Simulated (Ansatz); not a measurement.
Start from `N[Si](N)(N)F` and change one element to get `N[Si](N)(N)Cl`.

Ansatz, PBE0-D4/def2-TZVP geometries, multiplicity 1. Each molecule was computed in one conformer, which needn't be the lowest.

| property | `N[Si](N)(N)F` |
| --- | --- |
| LUMO energy (PBE/def2-TZVPP) / eV | 0.04 |
| size of the dipole moment (B3LYP/def2-TZVPP) / D | 1.33 |
| HOMO energy (B3LYP/def2-TZVPP) / eV | -7.22 |
| LUMO energy (B3LYP/def2-TZVPP) / eV | 0.49 |
| HOMO–LUMO gap (PBE/def2-TZVPP) / eV | 6.02 |
| size of the dipole moment (PBE/def2-TZVPP) / D | 1.32 |

Give the same properties after the change, and the shifts. (An estimate is asked.)

The calculation gave: 
```csv
property,`N[Si](N)(N)Cl`,shift
LUMO energy (PBE/def2-TZVPP) / eV,-0.02,-0.06
size of the dipole moment (B3LYP/def2-TZVPP) / D,1.41,0.08
HOMO energy (B3LYP/def2-TZVPP) / eV,-7.20,0.02
LUMO energy (B3LYP/def2-TZVPP) / eV,0.45,-0.04
HOMO–LUMO gap (PBE/def2-TZVPP) / eV,5.99,-0.03
size of the dipole moment (PBE/def2-TZVPP) / D,1.45,0.13
```

Dipoles are sizes alone; their direction can turn.

B3LYP here is the variant with VWN-RPA as its local correlation; programs differ in this.
